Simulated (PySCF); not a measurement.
Species: C6H12O2 (charge +1 and doublet state).
Geometry (GFN2-xTB, Å), atoms numbered from 1 in this order:
```xyz
20
C6H12O2 angstrom
C     -1.1701   -0.9069    1.4287
C     -0.8802    0.1701    0.3974
C     -1.5199   -0.0931   -0.9363
C      0.6106    0.5102    0.2913
C      0.9796    1.6288   -0.6736
C      1.3448   -0.7487   -0.2525
O      0.8826   -1.4268   -1.1302
O      2.4868   -0.9024    0.3382
H     -0.9066   -1.8919    1.0414
H     -2.2321   -0.9404    1.6654
H     -0.6209   -0.7372    2.3512
H     -1.3320    1.1007    0.7936
H     -1.5734    0.7855   -1.5758
H     -2.4995   -0.5564   -0.8453
H     -0.8644   -0.8227   -1.4619
H      1.0371    0.7156    1.2772
H      0.7037    1.3973   -1.6992
H      0.4793    2.5504   -0.3778
H      2.0491    1.8260   -0.6347
H      3.0203   -1.6472   -0.0001
```

The hyperfine couplings belong to this conformer and change with its torsions.

The species is `CC(C)[C@H](C)C(=[O+])O` [radical] (charge +1).

Theory: UKS B3LYP, pcH-1 on C H O, non-relativistic, mean-field spin-orbit, GIAO in PySCF 2.14.0. The structure is a single GFN2-xTB conformer in the gas phase; no vibrational or solvent corrections. A GFN2-xTB geometry isn't a minimum of the functional, and hyperfine couplings can be far from their values at a DFT geometry, by a factor of two or more for some ions and for spin on atoms past the first row. No stability test was run, so a lower SCF solution isn't excluded.

(1) Give the principal g shifts and their parts.

(2) What are the electron Larmor frequencies g μB B/h along the three axes at 330 mT?

(3) At 9.556 GHz, how far is the centre of the isotropic spectrum from where a free electron (g = 2.002319) resonates?

(4) In a frozen sample, at which fields do the three g values resonate at 9.5, 34, 94 and 263 GHz (hyperfine left aside), and which band first spreads them over more than twice a line width of 0.3 mT?

Answers

(1) 
```json
{"Δg (ppm)": "relativistic mass correction", "1": "-249", "2": "-249", "3": "-249"}
{"Δg (ppm)": "gauge correction", "1": "15", "2": "30", "3": "66"}
{"Δg (ppm)": "orbital Zeeman/spin–orbit", "1": "332", "2": "1933", "3": "4322"}
{"Δg (ppm)": "total", "1": "98", "2": "1714", "3": "4138"}
```

So g = 2.00242, 2.00403, 2.00646 and g_iso = 2.00430; the tensor is rhombic: the two nearest values differ by 40 % of g3 − g1. Axes: g1 points within 8° of the C3–H15 bond.

(2) 9.2487, 9.2562, 9.2673 GHz for g1, g2 and g3, a range of 18.7 MHz.

(3) B = hν/(g μB) with μB/h = 13.99624 MHz/mT gives 340.98 mT for the free electron and 340.64 mT at g_iso, 0.34 mT lower.

(4) 
```tsv
band	GHz	B(g3) mT	B(g2) mT	B(g1) mT	spread mT
X	9.5	338.28	338.69	338.97	0.68
Q	34.0	1210.70	1212.17	1213.15	2.44
W	94.0	3347.24	3351.28	3353.99	6.75
J	263.0	9365.14	9376.47	9384.04	18.90
```

The spread grows in proportion to the frequency. X band is the first where it exceeds 0.6 mT.

The Mulliken spin populations are largest on O7 (+0.46), C3 (+0.14), H12 (+0.09) and C4 (+0.09). O7 is the only atom above +0.15.

The HOMO–LUMO gaps are 7.68 eV among the α and 2.58 eV among the β orbitals.
